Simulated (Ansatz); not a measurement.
Frontier orbitals of CH$_{4}$BISi (`IB1C[SiH2]1`).

Total charge 0; spin multiplicity 1. Correlated methods include outer-core shells of I, which these sets cover unevenly. I: def2 effective core potential. Geometry: relaxed with PBE0-D4/def2-TZVP. Basis def2-TZVPP, the Gaussian-basis code of Ansatz.

Orbital energies of one run (eV). Highest occupied ones, from the top: -8.75, -9.62, -10.26, -11.22, -12.26, -12.83, -14.77, -15.57, -17.60, -22.22, -23.34, -55.17, -55.17, -55.31. Empty: -0.05, 1.25, 2.31, 2.57, 2.86, 3.37.

(1) Which functional gave them?
A. ωB97M-V
B. PBE0
C. LC-ωPBE
D. B3LYP

Answers

(1) A. HOMO energies: ωB97M-V -8.75, PBE0 -6.72, LC-ωPBE -9.21, B3LYP -6.52 eV.

B3LYP here is the variant with VWN-RPA as its local correlation; programs differ in this. LC-ωPBE has ω = 0.4 bohr⁻¹.
